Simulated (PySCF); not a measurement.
# Electron correlation in Eu²⁺ (europium, charge +2)

[Xe] 4f6 6p1, one real determinant (an excited configuration). All numbers are calculated (PySCF 2.14, scalar relativity by spin-free X2C-1e, in ANO-RCC-VTZP (8s7p5d3f2g1h, 104 functions)). Frozen: [Kr] 4d10; 15 electrons correlated.

MP2 pair energies summed by pair of shells (mhartree):

```
 pair   energy  share (%)
4f-5p  -139.61       31.1
5p-5p  -129.23       28.8
4f-4f   -89.36       19.9
5s-5p   -35.89        8.0
4f-5s   -29.90        6.7
5p-6p   -13.59        3.0
5s-5s    -6.35        1.4
4f-6p    -3.73        0.8
5s-6p    -0.75        0.2
```

Total MP2 correlation energy: -448.41 mhartree.

Same-spin part -207.14 and opposite-spin part -241.27 mhartree; SCS-MP2 scales them by 1/3 and 6/5 to -358.57 mhartree.

The reference is one real determinant that mixes LS terms of this configuration.
